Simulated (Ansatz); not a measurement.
A made-up structure of SnH₂ClO (charge -1), closed shell:

```
5
angstrom
O -0.6107 -0.2749 1.7548
Sn 0.0974 -0.1190 0.1406
Cl -1.3206 1.1582 -0.7331
H 0.1253 -1.5777 -1.0439
H 1.7085 0.8133 -0.1184
```

It is relaxed with PBE-D4/def2-SVPD and then PBE0-D4/def2-TZVPD (Ansatz 0.2.0). Atoms count as bonded within 1.22 times the sum of their covalent radii (H–H: 0.88 Å). The end point is not checked to be a true minimum.

Problem. Does its bonding change? (Judge from chemistry; the calculation decides.)

Solution. The calculation gives: No: no bond forms or breaks.

Where it ends: The first stage lowers the energy by 1.89 eV in 6 steps. It ends as SnH₂ClO ([O][SnH2][Cl]), total charge -1:
```tsv
atom	x (Å)	y (Å)	z (Å)
O1	-0.4228	-0.4672	1.9303
Sn2	0.1127	-0.1439	0.1788
Cl3	-1.4031	1.3421	-1.0671
H4	0.1235	-1.4727	-0.9495
H5	1.5897	0.7417	-0.0924
```

Labels in which every atom is bracketed show which atoms are joined, not bond orders.

For scale, one of the runs: PBE0-D4/def2-TZVPD relaxation, 160 basis functions, launched by `ansatz run in.yaml --threads 2 --pin off --events-out ev --progress --plain --max-ram 4352MiB`. Hardware: 2 CPU threads of an Arm Neoverse V2, shared host. Wall time about 16 s.
